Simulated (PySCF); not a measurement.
BiF2Cl, SMILES [F][Bi]([F])[Cl].

Geometry: PBE0-D3(BJ)/def2-SVP. The def2 effective core potentials stand for the cores of Bi; spin–orbit coupling is left out.

All values below come from TDA-LC-ωPBE/def2-SVPD run with PySCF.

Vertical excitations.  State labels are in the subgroup Cs.

```
state  symmetry  energy (eV)  λ (nm)      f                                                               main pairs
-----  --------  -----------  ------  -----  -----------------------------------------------------------------------
S1           A'         6.41     194  0.036                                         HOMO→LUMO 67 %, HOMO−2→LUMO 24 %
S2           A"         6.47     191  0.000                                                         HOMO−1→LUMO 84 %
S3           A"         6.73     184  0.058                                                         HOMO→LUMO+1 79 %
S4           A'         6.89     180  0.096    HOMO→LUMO+2 47 %, HOMO−2→LUMO 28 %, HOMO−1→LUMO+1 11 %, HOMO→LUMO 7 %
S5           A'         7.01     177  0.050                   HOMO−1→LUMO+1 42 %, HOMO→LUMO+2 34 %, HOMO−2→LUMO 11 %
S6           A"         7.12     174  0.002                                                       HOMO−2→LUMO+1 88 %
S7           A'         7.38     168  0.067                 HOMO−2→LUMO+2 57 %, HOMO−1→LUMO+1 20 %, HOMO−2→LUMO 14 %
S8           A"         7.44     167  0.000                                                       HOMO−1→LUMO+2 93 %
S9           A'         7.93     156  0.234  HOMO−3→LUMO 36 %, HOMO−2→LUMO+2 18 %, HOMO−1→LUMO+1 11 %, HOMO→LUMO 8 %
S10          A'         8.09     153  0.014                                                       HOMO−4→LUMO+1 76 %
T1           A'         5.41     229      0                                                           HOMO→LUMO 82 %
T2           A"         5.69     218      0                                     HOMO→LUMO+1 72 %, HOMO−2→LUMO+1 17 %
T3           A"         5.97     208      0                                                         HOMO−1→LUMO 89 %
T4           A'         6.00     207      0                                                         HOMO−2→LUMO 73 %
```
Triplets are in the Tamm–Dancoff approximation.
